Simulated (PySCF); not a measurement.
Compound: (ClZn-mu-H)2 (singlet state).
Bonds: Zn1–Cl2, Zn4–Cl5. Hydrogens: H3, H6 on Zn1; H3, H6 on Zn4.

A linear-response calculation (PySCF, def2-SVPD basis, gas phase, vertical, core orbitals frozen in the response) gave these numbers; the functional is withheld.

Orbital energies (eV): HOMO-3 -8.89, HOMO-2 -8.84, HOMO-1 -8.81, HOMO -8.17, LUMO -2.62, LUMO+1 -2.20, LUMO+2 -0.30.

| state | E (eV) | f | main configurations (H = HOMO, L = LUMO) |
| --- | --- | --- | --- |
| S1 | 4.55 | 0.0000 | H→L (99%) |
| S2 | 4.95 | 0.0000 | H→L+1 (99%) |
| S3 | 5.31 | 0.0000 | H-1→L (99%) |
| S4 | 5.50 | 0.046 | H-2→L (96%) |
| S5 | 5.58 | 0.0000 | H-3→L (97%) |
| S6 | 5.66 | 0.025 | H-1→L+1 (98%) |

Triplets (Tamm–Dancoff): T1 4.35 eV, H→L (95%); T2 4.65 eV, H→L+1 (97%); T3 5.21 eV, H-2→L (98%); T4 5.25 eV, H-1→L (99%).

Vertical ionisation energy by ΔSCF with the same functional: 10.17 eV. Mean static polarisability: 79.6 au.

Question: Which of these was used?
A. B3LYP
B. PBE
C. HF
D. wB97X-D

Answer: A. B3LYP is a global hybrid with 20% exact exchange. In this run −ε(HOMO) = 8.17 eV differs from the ΔSCF value by -1.99 eV, and S1 differs from the orbital gap of 5.55 eV by -1.00 eV. The ratio −ε(HOMO)/IP is 0.80. Small neutral molecules mostly give 0.67 to 0.83 with B3LYP, 0.5 to 0.7 with PBE, 0.89 to 0.99 with wB97X-D; Hartree–Fock can't fall below 1, since the ion's relaxation only lowers the ΔSCF value. The other options: PBE, a GGA without exact exchange; HF, time-dependent Hartree–Fock, 100% exact exchange; wB97X-D, range-separated, 22% exact exchange at short range and 100% at long range (ω = 0.2 bohr⁻¹).

Method: TDDFT B3LYP/def2-SVPD, vertical, gas phase, core orbitals frozen in the response (PySCF 2.14.0, density-fitted response routines). Geometry: PBE0-D3(BJ)/def2-SVP; no solvent, vibrations or thermal averaging.

Hardware: Arm Neoverse V2, one thread, shared host with 48 logical CPUs at a one-minute load of 8.3. Cost: 71 s wall (with the writing of density and orbital grids), 0.68 GiB resident at most.
